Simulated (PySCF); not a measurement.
## Dipole response of I⁻ (iodine, charge -1)

[Xe], closed-shell 1S. Calculation: PySCF 2.14, in aug-cc-pwCVDZ-PP with ECP28MDF; scalar relativity through the core potential. Coupled (time-dependent) response in atomic units; α is the mean over directions. A double-zeta set is small for polarisabilities.

| method | mean α (bohr³) | C₆ (like pair) | S(−4) |
| --- | --- | --- | --- |
| UHF | 48.99 | 674.4 | 512.0 |
| PBE | 56.32 | 793.8 | 816.7 |
| PBE0 | 53.42 | 746.1 | 679.7 |
| wB97X-V | 51.53 | 713.4 | 609.5 |

S(−4) is the Cauchy moment in α(ω) = α(0) + S(−4) ω² + …

α(iu) at PBE0:

```
u (hartree)  α(iu) (bohr³)
          0          53.42
     0.0500          51.81
      0.100          47.81
      0.200          38.12
      0.300          29.84
      0.500          18.65
      0.750          11.23
       1.00          7.422
       1.50          4.000
       2.00          2.580
       3.00          1.420
       5.00         0.6748
```

For an ion, C₆ is the dispersion term alone; charge-induced terms of lower order in 1/R come first.

Energies and moments cover only the electrons outside the core potential.
